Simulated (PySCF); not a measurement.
**Worked example: chemical shift, span and skew from a shielding tensor**

C4H5ClSi, SMILES ClC1=C[SiH2]C=C1. Atoms are numbered in the order given.

```xyz
11

Cl     0.1193    -2.3493     0.0000
C      0.0597    -0.6045     0.0000
C      1.1454     0.1959     0.0000
Si     0.4874     1.9538     0.0000
C     -1.3053     1.3765     0.0000
C     -1.2883     0.0275     0.0000
H      2.1626    -0.1952     0.0000
H      0.8641     2.7389    -1.2110
H      0.8641     2.7389     1.2110
H     -2.2368     1.9458     0.0000
H     -2.1734    -0.6154     0.0000
```
Charge 0, spin multiplicity 1.

Geometry optimised at B3LYP-D3(BJ)/def2-SVP.

GIAO shieldings from PBE/pcSseg-1 run with PySCF, non-relativistic, no solvent. The symmetric part of the tensor of Si4 has the principal values 308.3, 381.3, 440.5 ppm. The same nucleus in TMS has σ = 335.4 ppm at this level (PySCF, at its B3LYP-D3(BJ)/def2-TZVP geometry). Without spin–orbit terms, shifts of atoms bonded to Cl or Br come out too high.

Question: Work out the isotropic shielding, the ²⁹Si shift against TMS, the span and the skew.

Answer: 
σ(iso) = (σ11 + σ22 + σ33)/3 = 376.7 ppm. δ = σ(ref) − σ(iso) = 335.4 − (376.7) = -41.3 ppm.
Span Ω = σ33 − σ11 = 132.2 ppm. Skew κ = 3(σ(iso) − σ22)/Ω = -0.10. Tumbling in solution averages the tensor to δ; in a static solid the shielding alone would spread this spin-1/2 line over Ω.
